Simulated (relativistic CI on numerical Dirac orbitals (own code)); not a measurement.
Inner-shell lines of Pr²⁶⁺

These numbers are calculated, not measured: Dirac-Coulomb-Breit CI, separate exchange-only KLI orbitals for each configuration, model QED, unscaled Slater integrals (own radial code, finite nucleus).

Configuration list (outside the closed core 2s2 2p6 3s2 3p6 3d10): 1s2 4s2 4p3, 1s 4s2 4p4, 1s 4s2 4p3 5p, 1s2 4s 4p4, 1s 4s 4p5, 1s 4s 4p4 5p. Levels of other configurations are missing.

The table holds the strongest lines. The upper levels have an inner-shell vacancy. Auger decay, open to those above the ionisation limit, is not computed, and radiative decays to configurations outside the model are missing too. Absolute energies can be off by a few tenths of a per cent, so close lines can change order. LS names give the leading component, which can be well under half, for lower levels too. Brackets number the levels in order of energy.

```csv
λ (Å),Upper,Lower,A (s⁻¹),gA (s⁻¹)
0.295879,1s 4s2 4p4 2P_3/2 [15],1s2 4s2 4p3 2D°_5/2 [3],2.81e+14,1.12e+15
0.295877,1s 4s2 4p4 2D_5/2 [19],1s2 4s2 4p3 2P°_3/2 [5],2.02e+14,1.21e+15
0.295867,1s 4s2 4p4 4P_5/2 [14],1s2 4s2 4p3 4S°_3/2 [2],1.42e+14,8.52e+14
0.295703,1s 4s2 4p4 4P_5/2 [14],1s2 4s2 4p3 2P°_3/2 [1],1.44e+14,8.63e+14
0.295695,1s 4s2 4p4 2D_3/2 [20],1s2 4s2 4p3 2P°_1/2 [4],2.02e+14,8.09e+14
0.295686,1s 4s2 4p4 2P_3/2 [15],1s2 4s2 4p3 2P°_3/2 [1],5.77e+14,2.31e+15
0.295672,1s 4s2 4p4 2D_5/2 [19],1s2 4s2 4p3 2D°_5/2 [3],3.36e+14,2.01e+15
0.295667,1s 4s2 4p4 4P_3/2 [17],1s2 4s2 4p3 4S°_3/2 [2],2.52e+14,1.01e+15
0.295658,1s 4s2 4p4 2D_3/2 [20],1s2 4s2 4p3 2D°_5/2 [3],3.66e+14,1.46e+15
0.295656,1s 4s2 4p4 2P_1/2 [18],1s2 4s2 4p3 4S°_3/2 [2],4.82e+14,9.65e+14
0.295653,1s 4s2 4p4 2S_1/2 [21],1s2 4s2 4p3 2P°_3/2 [5],6.54e+14,1.31e+15
0.295652,1s 4s 4p5 4P°_5/2 [22],1s2 4s 4p4 4P_5/2 [6],3.74e+14,2.24e+15
0.295622,1s 4s 4p5 2P°_3/2 [23],1s2 4s 4p4 4P_5/2 [6],3.51e+14,1.40e+15
0.292889,1s 4s2 4p3 5p 2D_5/2 [36],1s2 4s2 4p3 2P°_3/2 [1],1.87e+14,1.12e+15
0.292876,1s 4s 4p4 5p 4D°_7/2 [95],1s2 4s 4p4 4P_5/2 [6],1.29e+14,1.03e+15
0.292873,1s 4s2 4p3 5p 4P_5/2 [54],1s2 4s2 4p3 4S°_3/2 [2],1.39e+14,8.35e+14
0.292873,1s 4s2 4p3 5p 2D_5/2 [60],1s2 4s2 4p3 2D°_5/2 [3],1.45e+14,8.71e+14
0.292869,1s 4s2 4p3 5p 2F_7/2 [61],1s2 4s2 4p3 2D°_5/2 [3],1.42e+14,1.13e+15
0.292867,1s 4s2 4p3 5p 2D_3/2 [69],1s2 4s2 4p3 2P°_1/2 [4],1.69e+14,6.74e+14
0.292861,1s 4s2 4p3 5p 2D_5/2 [77],1s2 4s2 4p3 2P°_3/2 [5],1.79e+14,1.08e+15
```
